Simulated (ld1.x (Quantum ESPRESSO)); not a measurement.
**Pseudopotential generation for lead (Pb): TM, PW91, scalar-relativistic.**

* Element: Pb
* Generator: ld1.x (Quantum ESPRESSO) 7.5
* Type: norm-conserving Troullier–Martins (Kleinman–Bylander form)
* Functional: PW91
* Relativity: scalar-relativistic
* Frozen core: [Xe] 4f14
* Valence charge: 14
* Reference configuration: 5d10 6s2 6p2
* Partial waves: 6p (bound): rc 2.45 bohr; 5d (bound): rc 1.80 bohr; 6s (bound): rc 1.80 bohr
* Local potential: the s channel
* Core correction: a·sin(br)/r model core inside 0.88 bohr

Poles of the logarithmic derivatives, all-electron (AE) and pseudo (PS). s: poles at 0.4 (AE) and 0.3 (PS) Ry. p: poles at 2.1 (AE) and 1.9 (PS) Ry. d: poles at -1.4, 4.8 (AE) and -1.4 (PS) Ry. Test radius 2.65 bohr.

* Cutoffs needed: 55 Ry and 90 Ry (the cutoffs (Ry, on a coarse ladder) from which the occupation-weighted sum of valence levels, in a spherical-Bessel basis at the reference potential, stays within 10 and 1 mRy of its value at 400 Ry)
* Ghost test: no extra level below or beside the all-electron valence levels (p, d, s, f tested) (spherical-Bessel basis up to 400 Ry, 20 bohr box)
* Largest excitation error: -194 meV (all-electron minus pseudo) for 5d9 6s2 6p3, out of 7 test configurations
